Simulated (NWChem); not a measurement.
Species: CH3ClO2Si; SMILES Cl[SiH]1OCO1

```xyz
8

Cl    -0.2665    -1.8929     0.0000
Si     0.5846    -0.0221     0.0000
O     -0.0503     1.0579    -1.1133
C     -0.5318     1.8420     0.0000
O     -0.0503     1.0579     1.1133
H      2.0440    -0.2233     0.0000
H     -0.0770     2.8370     0.0000
H     -1.6249     1.8958     0.0000
```
Atoms are numbered in this order, from 1.

Computed with NWChem. Medium grid unless said otherwise, to which SCAN and Minnesota functionals are sensitive. Structure relaxed at the B3LYP/6-31G* (spherical d) level. B3LYP is NWChem's, with the RPA form of VWN correlation. Total energies of different functionals are on different scales.

```
level             energy (Ha)  highest occupied level (eV)  orbital gap (eV)  dipole (D)
----------------  -----------  ---------------------------  ----------------  ----------
PBE/def2-TZVP       -939.7148                        -7.05              5.71        0.88
B3LYP/def2-TZVP     -940.2931                        -8.37              7.75        0.93
BLYP/def2-TZVP      -940.2132                        -6.97              5.78        0.87
M06-2X/def2-TZVP    -940.1573                       -10.13             10.56        1.01
TPSSh/def2-TZVP     -940.2948                        -7.81              7.05        0.96
```
